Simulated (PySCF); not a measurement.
C7H8, SMILES C1C2C3C4C(C23)C14.

The structure is a stationary point at r2SCAN-D4/def2-SVP. The values are those of a single conformer.

Level of theory: PBE/def2-TZVP (PySCF).

Symmetry labels are those of the subgroup C2v that the program uses (full group C2v).

Computed valence orbital energies around the gap with their symmetry:
```tsv
orbital	symmetry	energy (eV)
HOMO−7	B2	-10.45
HOMO−6	A1	-9.58
HOMO−5	B1	-8.44
HOMO−4	B2	-8.16
HOMO−3	A1	-7.48
HOMO−2	B2	-6.66
HOMO−1	A2	-6.37
HOMO	B1	-5.20
LUMO	A1	0.68
LUMO+1	B2	1.02
LUMO+2	A1	1.50
LUMO+3	B1	1.59
```
